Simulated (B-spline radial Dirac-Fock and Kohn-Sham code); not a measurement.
X-ray scattering factor of Si⁸⁺

System: silicon as Si⁸⁺ in the configuration [He] 2s2 2p2.

The run's input, task.json:

```json
{"items": [{
  "Z": 14,
  "q": 8,
  "cfg": [[1, 0, 2], [2, 0, 2], [2, 1, 2]],
  "A": 28,
  "rrms": 3.1224,
  "do": ["scatter"],
  "s": [0.0, 0.05, 0.1, 0.15, 0.2, 0.25, 0.3, 0.35, 0.4, 0.45, 0.5, 0.6, 0.7, 0.8, 0.9, 1.0, 1.1, 1.2, 1.4, 1.6, 1.8, 2.0, 2.5, 3.0, 3.5, 4.0, 5.0, 6.0],
  "pz": [0, 0.1, 0.14, 0.21, 0.3, 0.42, 0.61, 0.87, 1.3, 1.8, 2.6, 3.7, 5.3, 7.6, 11.0, 16.0, 23.0, 32.0, 47.0, 67.0, 96.0],
  "hv_scatter": [10000, 17479.3, 20000, 30000, 50000, 100000, 200000, 1000000]
}]}
```

Command: `python xray_run.py task.json out`

Level of theory: relativistic Hartree-Fock (Dirac-Fock) wave functions, averaged over the configuration; a radial finite-basis atomic code. f₀ is the Fourier transform of the spherical electron density, S the Waller-Hartree incoherent function, and s = sin θ/λ.

| s (Å⁻¹) | f₀ | S |
| --- | --- | --- |
| 0 | 6.000 | 0.000 |
| 0.05 | 5.979 | 0.030 |
| 0.1 | 5.919 | 0.119 |
| 0.15 | 5.819 | 0.263 |
| 0.2 | 5.684 | 0.455 |
| 0.25 | 5.518 | 0.686 |
| 0.3 | 5.325 | 0.947 |
| 0.35 | 5.111 | 1.228 |
| 0.4 | 4.881 | 1.519 |
| 0.45 | 4.640 | 1.812 |
| 0.5 | 4.394 | 2.098 |
| 0.6 | 3.904 | 2.631 |
| 0.7 | 3.442 | 3.087 |
| 0.8 | 3.027 | 3.458 |
| 0.9 | 2.671 | 3.752 |
| 1 | 2.375 | 3.981 |
| 1.1 | 2.135 | 4.161 |
| 1.2 | 1.943 | 4.306 |
| 1.4 | 1.673 | 4.531 |
| 1.6 | 1.502 | 4.710 |
| 1.8 | 1.384 | 4.868 |
| 2 | 1.290 | 5.013 |
| 2.5 | 1.086 | 5.326 |
| 3 | 0.894 | 5.561 |
| 3.5 | 0.720 | 5.723 |
| 4 | 0.572 | 5.828 |
| 5 | 0.358 | 5.934 |
| 6 | 0.227 | 5.974 |

f₀ starts at the number of electrons, 6, and has fallen to half at s ≈ 0.81 Å⁻¹. The sum of ⟨r²⟩ over the electrons is 1.116 bohr².

Values without a named source are computed, but for edge energies of neutral atoms, which are taken from tables.
